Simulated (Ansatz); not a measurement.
Computed with Ansatz on PBE0-D4/def2-TZVP structures; ΔE is electronic, products minus reactants. CCSD(T)/CBS is the MP2 limit (def2-TZVPP, def2-QZVPP) plus CCSD(T) − MP2 in def2-TZVPP, frozen cores. DFT in def2-TZVPP. One conformer a species, not always the lowest.

`C/C([SiH3])=N\[SiH3]` → `C=C(N)[SiH2][SiH3]`  (isomerisation)

`C/C([SiH3])=N\[SiH3]`:

```xyz
14

C     0.491   -1.451    0.225
C    -0.323   -0.221   -0.048
Si   -2.186   -0.372   -0.444
N     0.099    0.973   -0.052
Si    1.646    1.707    0.220
H     0.070   -1.995    1.077
H     1.537   -1.219    0.428
H     0.432   -2.133   -0.630
H    -2.655   -1.785   -0.367
H    -2.415    0.139   -1.819
H    -2.944    0.448    0.533
H     1.983    2.461   -1.013
H     1.477    2.649    1.354
H     2.788    0.797    0.538
```

`C=C(N)[SiH2][SiH3]`:

```xyz
14

C    -0.536   -1.221   -1.122
C    -1.040   -0.402   -0.189
N    -2.353   -0.454    0.250
Si    0.002    1.003    0.498
Si    2.285    0.611    0.190
H     0.474   -1.099   -1.490
H    -1.124   -2.021   -1.564
H    -2.526   -0.141    1.190
H    -2.868   -1.290    0.015
H    -0.288    1.120    1.959
H    -0.400    2.299   -0.117
H     3.063    1.778    0.688
H     2.709   -0.600    0.941
H     2.604    0.415   -1.250
```

Problem. Is it downhill or uphill in electronic energy at CCSD(T)/CBS, and by how much? (An estimate is asked.)

Solution. Ansatz gave: Uphill: ΔE = +24.8 kJ/mol.

Problem. What do these levels give: PBE-D4, r2SCAN-D4, ωB97M-V, HF/def2-TZVPP, MP2/def2-TZVPP, CCSD/def2-TZVPP, CCSD(T)/def2-TZVPP, HF/def2-QZVPP, MP2/def2-QZVPP, SCS-MP2/def2-QZVPP, HF/CBS(def2), MP2/CBS(def2)? (Estimate.)

Solution. Ansatz gave: PBE-D4 9.2, r2SCAN-D4 18.6, ωB97M-V 27.1, HF/def2-TZVPP 44.9, MP2/def2-TZVPP 31.9, CCSD/def2-TZVPP 29.1, CCSD(T)/def2-TZVPP 27.8, HF/def2-QZVPP 45.9, MP2/def2-QZVPP 30.6, SCS-MP2/def2-QZVPP 37.1, HF/CBS(def2) 46.0, MP2/CBS(def2) 29.0 kJ/mol.

Largest T1 diagnostic among the species: 0.013.

In def2-TZVPP, CCSD(T) changes the Hartree–Fock value by −17.1 kJ/mol (the triples alone add −1.4 kJ/mol) and MP2 by −12.9 kJ/mol.
